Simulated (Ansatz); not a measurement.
Cost and result for the atomization energy of H4S4Si (`S[Si](S)(S)S`) (9 atoms, 8 bonds).

```xyz
9

S     1.953    0.836    0.082
Si    0.000    0.000    0.000
S     0.081   -1.586   -1.414
S    -1.320    1.595   -0.484
S    -0.715   -0.845    1.815
H     1.601    1.814    0.937
H     0.620   -0.822   -2.381
H    -2.426    0.835   -0.385
H     0.205   -1.827    1.830
```

Total charge 0; spin multiplicity 1. The structure was optimised at the PBE0-D4/def2-TZVP level. It is one conformer, not always the lowest. Program: Ansatz. All runs use 4 threads of a server CPU on a shared host. Times are those of one run each, without the atoms' runs, and a repeat can differ threefold. Electronic energies, without spin–orbit coupling; frozen cores. CCSD(T)/CBS adds CCSD(T) − MP2 in def2-TZVPP to the MP2 limit, and its time is that of the two runs behind it. T1 = 0.012. B3LYP takes the VWN-RPA correlation (the form of Gaussian; ORCA's B3LYP/G).

CCSD(T)/CBS is a level of theory with its own doubt, some kJ/mol a heavy atom from the limit and from the frozen cores, so smaller differences don't rank the functionals.

```csv
level,functions,wall time
revPBE-D4/def2-TZVPP,266,3.6 s
BLYP-D4/def2-TZVPP,266,4 s
CCSD(T)/def2-SVP,110,4.7 s
BHLYP-D4/def2-TZVPP,266,6.5 s
r2SCAN-D4/def2-TZVPP (with forces),266,7.5 s
PBE0-D4/def2-TZVPP,266,7.5 s
r2SCANh-D4/def2-TZVPP,266,9 s
B3LYP-D4/def2-TZVPP (with forces),266,10 s
B97M-V/def2-TZVPP,266,11 s
ωB97X-V/def2-TZVPP,266,12 s
MP2/def2-QZVPP,470,30 s
CCSD(T)/def2-TZVPP,266,90 s
CCSD(T)/CBS(def2),–,120 s
```

(1) What atomization energy does each give, and how far from CCSD(T)/CBS? (Estimate.)

Results:

(1) Ansatz gave: 
```tsv
level	atomization (kJ/mol)	difference from CCSD(T)/CBS	per bond
revPBE-D4/def2-TZVPP	2750.3	-17.7	-2.2
BLYP-D4/def2-TZVPP	2722.4	-45.6	-5.7
CCSD(T)/def2-SVP	2467.6	-300.4	-37.6
BHLYP-D4/def2-TZVPP	2665.4	-102.6	-12.8
r2SCAN-D4/def2-TZVPP (with forces)	2787.0	19.0	2.4
PBE0-D4/def2-TZVPP	2766.1	-1.9	-0.2
r2SCANh-D4/def2-TZVPP	2767.6	-0.4	0.0
B3LYP-D4/def2-TZVPP (with forces)	2734.0	-34.0	-4.2
B97M-V/def2-TZVPP	2819.7	51.7	6.5
ωB97X-V/def2-TZVPP	2796.0	28.0	3.5
MP2/def2-QZVPP	2770.9	2.9	0.4
CCSD(T)/def2-TZVPP	2657.0	-111.0	-13.9
CCSD(T)/CBS(def2)	2768.0	0.0	0.0
```

In def2-TZVPP, CCSD(T) changes the Hartree–Fock value by +760.3 kJ/mol (the triples alone add +60.6 kJ/mol) and MP2 by +809.6 kJ/mol; breaking electron pairs costs correlation energy, which Hartree–Fock lacks. The D4 term adds +63.3 kJ/mol with B3LYP and +33.3 kJ/mol with PBE0; it sums over pairs of atoms, weighted by their polarisabilities, and B3LYP, whose exchange is more repulsive, gets the larger term. At CCSD(T), def2-SVP lies −300.5 kJ/mol from the extrapolated value and def2-TZVPP −111.0 kJ/mol: correlation converges slowly with the basis, and small sets miss more of it in the bonded molecule than in its fragments.
